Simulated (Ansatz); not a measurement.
In₃N₃H₁₂, a cluster cut from zinc blende InN (hydrogen-capped), 18 atoms. Hardware: 4 threads of Arm Neoverse V2 on a shared host.

In the def2 sets In takes a core potential; there is no spin–orbit coupling.

Question: How many basis functions does each of these Ansatz runs have, and roughly what does it cost? PBE with 15 % exact exchange/def2-SVP, charge 0 singlet, energy, from earlier orbitals; PBE-D4/def2-TZVP, charge 1 doublet at the geometry of the charge 0 singlet, energy, from earlier orbitals; PBE0-D4/def2-SVP, charge 0 singlet, energy, from earlier orbitals; PBE with 10 % exact exchange/def2-SVP, charge 0 singlet, energy, from earlier orbitals; PBE0-D4/def2-TZVP, charge 0 triplet at the geometry of the charge 0 singlet, energy; PBE0-D4/def2-TZVP, charge 1 doublet at the geometry of the charge 0 singlet, energy; PBE-D4/def2-TZVP, charge 0 triplet at the geometry of the charge 0 singlet, energy, from earlier orbitals; PBE0-D4/def2-TZVP, charge 0 singlet, energy, from earlier orbitals; LDA (SPW92)/def2-TZVP, charge 0 singlet, energy, from earlier orbitals; HF/STO-3G, charge 0 singlet, energy; HSE06-D4/def2-TZVP, charge 0 singlet, energy, from earlier orbitals; LDA (SPW92)/def2-SVP, charge -1 doublet at the geometry of the charge 0 singlet, energy, from earlier orbitals.

Answer: Other jobs shared the machine, so times can vary by a factor of up to 3. A dash marks memory too small to be measured apart from the calling script's.

| run | functions | fitting or Cholesky vectors | wall time | peak host memory (GiB) |
| --- | --- | --- | --- | --- |
| HF/STO-3G, charge 0 singlet, energy | 108 | 1491 | 1.7 s | – |
| LDA (SPW92)/def2-TZVP, charge 0 singlet, energy, from earlier orbitals | 315 | 2157 | 2.8 s | 0.61 |
| LDA (SPW92)/def2-SVP, charge -1 doublet at the geometry of the charge 0 singlet, energy, from earlier orbitals | 180 | 2160 | 3 s | – |
| PBE0-D4/def2-SVP, charge 0 singlet, energy, from earlier orbitals | 180 | 2064 | 3.7 s | 0.61 |
| PBE with 10 % exact exchange/def2-SVP, charge 0 singlet, energy, from earlier orbitals | 180 | 2064 | 3.9 s | 0.6 |
| PBE with 15 % exact exchange/def2-SVP, charge 0 singlet, energy, from earlier orbitals | 180 | 2064 | 3.9 s | 0.6 |
| PBE0-D4/def2-TZVP, charge 0 singlet, energy, from earlier orbitals | 315 | 2436 | 9 s | 1.3 |
| HSE06-D4/def2-TZVP, charge 0 singlet, energy, from earlier orbitals | 315 | 2436 | 9.5 s | 1.4 |
| PBE-D4/def2-TZVP, charge 1 doublet at the geometry of the charge 0 singlet, energy, from earlier orbitals | 315 | 2157 | 12 s | 0.75 |
| PBE0-D4/def2-TZVP, charge 1 doublet at the geometry of the charge 0 singlet, energy | 315 | 2646 | 25 s | 1.9 |
| PBE-D4/def2-TZVP, charge 0 triplet at the geometry of the charge 0 singlet, energy, from earlier orbitals | 315 | 2157 | 30 s | 1.6 |
| PBE0-D4/def2-TZVP, charge 0 triplet at the geometry of the charge 0 singlet, energy | 315 | 2646 | 30 s | 1.9 |
